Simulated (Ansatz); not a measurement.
Reaction (ligand exchange at the Si–O bond): `[SiH3]OBCl` + `NB[SeH]` → `[SiH3]NB[SeH]` + `OBCl`

Computed with Ansatz on PBE0-D4/def2-TZVP structures; ΔE is electronic, products minus reactants. CBS: MP2 limit from def2 TZ/QZ plus the TZ coupled-cluster correction, frozen cores. This one scheme is used for every species. Functionals use def2-TZVPP. For Se outer-core shells are correlated without core-valence functions, which leaves a few kJ/mol of doubt a bond. Scalar relativity is left out up to krypton. One conformer a species, not always the lowest.

```
             level  ΔE (kcal/mol)
         r2SCAN-D4           10.0
           PBE0-D4            9.0
           ωB97X-V           10.1
              PBE0            9.1
SCS-MP2/def2-TZVPP           10.1
   CCSD/def2-TZVPP            9.9
SCS-MP2/def2-QZVPP           10.4
      HF/CBS(def2)           12.4
```

Task: What does CCSD(T)/CBS give? (An estimate is asked.)

Result: The calculation gave: +9.9 kcal/mol. The listed levels differ from it by 0.1, -0.9, 0.2, -0.8, 0.2, 0.0, 0.5, 2.5 kcal/mol.

Largest T1 diagnostic among the species: 0.012.

In def2-TZVPP, CCSD(T) changes the Hartree–Fock value by −2.7 kcal/mol (the triples alone add −0.4 kcal/mol) and MP2 by −2.5 kcal/mol.
